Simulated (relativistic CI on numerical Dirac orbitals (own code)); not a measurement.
Ligand-field terms of d7

Computed with a parametric ligand-field model of a d^n configuration (Racah B and C, spin-orbit zeta, crystal field), exact diagonalisation.

Field parameters in Wybourne normalisation: Td as Oh with Dq negative (B⁴₀ = 21Dq, B⁴₄ = √(5/14) B⁴₀). The field is a parameter set, without covalency.

(1) Ground term and bands for B = 560, C = 2320, ζ = 0 cm⁻¹, Td, 10Dq = -5600 cm⁻¹?

(2) Ground term and bands for B = 560, C = 2320, ζ = 0 cm⁻¹, Td, 10Dq = -3580 cm⁻¹?

(3) Ground term and bands for B = 560, C = 2320, ζ = 0 cm⁻¹, Td, 10Dq = -8620 cm⁻¹?

(4) Ground term and bands for B = 560, C = 2320, ζ = 0 cm⁻¹, Td, 10Dq = -11140 cm⁻¹?

(5) Ground term and bands for B = 560, C = 2320, ζ = 0 cm⁻¹, Td, 10Dq = -7620 cm⁻¹?

Answers

(1) Ground term 4A2 with 4.00 electrons in the two orbitals of the cubic e set. Spin-allowed: 4T2 5600 cm⁻¹ (1786 nm), 4T1 9228 cm⁻¹ (1084 nm), 4T1 15972 cm⁻¹ (626 nm). Lowest spin-forbidden: 2E 10695 cm⁻¹ (935 nm), 2T1 11212 cm⁻¹ (892 nm), 2T2 14534 cm⁻¹ (688 nm). With an A2 ground term the first spin-allowed band lies at |10Dq| itself.

(2) Ground term 4A2 with 4.00 electrons in the two orbitals of the cubic e set. Spin-allowed: 4T2 3580 cm⁻¹ (2793 nm), 4T1 6132 cm⁻¹ (1631 nm), 4T1 13008 cm⁻¹ (769 nm). Lowest spin-forbidden: 2E 10508 cm⁻¹ (952 nm), 2T1 10959 cm⁻¹ (913 nm), 2A1 12780 cm⁻¹ (782 nm). With an A2 ground term the first spin-allowed band lies at |10Dq| itself.

(3) Ground term 4A2 with 4.00 electrons in the two orbitals of the cubic e set. Spin-allowed: 4T2 8620 cm⁻¹ (1160 nm), 4T1 13323 cm⁻¹ (751 nm), 4T1 20937 cm⁻¹ (478 nm). Lowest spin-forbidden: 2E 10876 cm⁻¹ (919 nm), 2T1 11411 cm⁻¹ (876 nm), 2T2 15620 cm⁻¹ (640 nm). With an A2 ground term the first spin-allowed band lies at |10Dq| itself.

(4) Ground term 4A2 with 4.00 electrons in the two orbitals of the cubic e set. Spin-allowed: 4T2 11140 cm⁻¹ (898 nm), 4T1 16372 cm⁻¹ (611 nm), 4T1 25448 cm⁻¹ (393 nm). Lowest spin-forbidden: 2E 10986 cm⁻¹ (910 nm), 2T1 11511 cm⁻¹ (869 nm), 2T2 16245 cm⁻¹ (616 nm). With an A2 ground term the first spin-allowed band lies at |10Dq| itself.

(5) Ground term 4A2 with 4.00 electrons in the two orbitals of the cubic e set. Spin-allowed: 4T2 7620 cm⁻¹ (1312 nm), 4T1 12031 cm⁻¹ (831 nm), 4T1 19229 cm⁻¹ (520 nm). Lowest spin-forbidden: 2E 10824 cm⁻¹ (924 nm), 2T1 11358 cm⁻¹ (880 nm), 2T2 15315 cm⁻¹ (653 nm). With an A2 ground term the first spin-allowed band lies at |10Dq| itself.
